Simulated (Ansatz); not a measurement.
Isolated molecules relaxed with PBE0-D4/def2-TZVP in Ansatz; ΔE leaves out vibrations. CCSD(T)/CBS is the MP2 limit (def2-TZVPP, def2-QZVPP) plus CCSD(T) − MP2 in def2-TZVPP, frozen cores. Functionals use def2-TZVPP. For Mg outer-core shells are correlated without core-valence functions, which leaves a few kJ/mol of doubt a bond. Each species was taken in one conformer, which may not be the lowest.

Reaction (redistribution): `C[O][Mg][Cl]` + `CS[SiH](F)Cl` → `[MgH][Cl]` + `CO[Si](F)(Cl)SC`

| level | ΔE (kJ/mol) | difference from CCSD(T)/CBS |
| --- | --- | --- |
| PBE-D4 | -0.9 | -6.5 |
| PBE0-D4 | -3.6 | -9.2 |
| ωB97M-V | -6.9 | -12.5 |
| r2SCAN | 1.4 | -4.2 |
| PBE0 | 2.6 | -3.0 |
| MP2/def2-TZVPP | 3.4 | -2.2 |
| SCS-MP2/def2-TZVPP | 4.1 | -1.5 |
| CCSD/def2-TZVPP | -1.2 | -6.8 |
| HF/CBS(def2) | -1.1 | -6.7 |
| MP2/CBS(def2) | 11.6 | 6.0 |
| CCSD(T)/CBS | 5.6 | 0 |

Largest T1 diagnostic among the species: 0.011.

The D4 term adds −11.0 kJ/mol with B3LYP and −6.2 kJ/mol with PBE0; it sums over pairs of atoms, weighted by their polarisabilities, and B3LYP, whose exchange is more repulsive, gets the larger term. From PBE to PBE0 (25 % exact exchange), in def2-TZVPP and without D4, ΔE moves by −3.6 kJ/mol.

B3LYP here is the variant with VWN-RPA as its local correlation; programs differ in this.
